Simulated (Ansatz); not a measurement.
Consider the ligand exchange at the Si–C bond: `C=C(CCl)[SiH2]F` + `CBO` → `CBO[SiH2]F` + `C=CCCl`.

Isolated molecules relaxed with PBE0-D4/def2-TZVP in Ansatz; ΔE leaves out vibrations. CBS: MP2 limit from def2 TZ/QZ plus the TZ coupled-cluster correction, frozen cores. DFT in def2-TZVPP. B3LYP here is the variant with VWN-RPA as its local correlation; programs differ in this. Each species was taken in one conformer, which may not be the lowest.

```json
{"level": "r2SCAN", "ΔE (eV)": "-1.04"}
{"level": "B3LYP", "ΔE (eV)": "-1.13"}
```

(1) What does CCSD(T)/CBS give? (Best estimate.)

Largest T1 diagnostic among the species: 0.012.

Results:

(1) The calculation gave: -1.06 eV. The listed levels differ from it by 0.02, -0.07 eV.

From PBE to PBE0 (25 % exact exchange), in def2-TZVPP and without D4, ΔE moves by −0.06 eV. The D4 term adds +0.08 eV with B3LYP and +0.04 eV with PBE0; it sums over pairs of atoms, weighted by their polarisabilities, and B3LYP, whose exchange is more repulsive, gets the larger term. In def2-TZVPP, CCSD(T) changes the Hartree–Fock value by +0.28 eV (the triples alone add +0.04 eV) and MP2 by +0.28 eV.
